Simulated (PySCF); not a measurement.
Cl₂Pb, charge -1, multiplicity 2. Atoms are numbered in the order given.

```xyz
3

Pb     0.0000     0.0000     0.4815
Cl     0.0000    -2.1108    -1.1613
Cl     0.0000     2.1108    -1.1613
```
Charge -1, spin multiplicity 2.

Coordinates come from a PBE-D3(BJ)/def2-SVPD optimisation. The multiplicity is an assumed one; other spin states were not compared. The isomer is the one that the SMILES or the coordinates give; other isomers of the formula were not compared. The def2 effective core potentials stand for the cores of Pb; spin–orbit coupling is left out.

These are ωB97X/def2-TZVPD in PySCF values and carry that method's errors.

Mulliken values depend strongly on the basis, most of all with diffuse functions as here. ESP charges are fitted to the potential on shells at 1.4 to 2.0 van der Waals radii. Atomic charges (e):

```csv
atom,Mulliken,ESP fit,Mulliken spin
Pb1,0.26,0.02,0.93
Cl2,-0.63,-0.51,0.03
Cl3,-0.63,-0.51,0.03
```
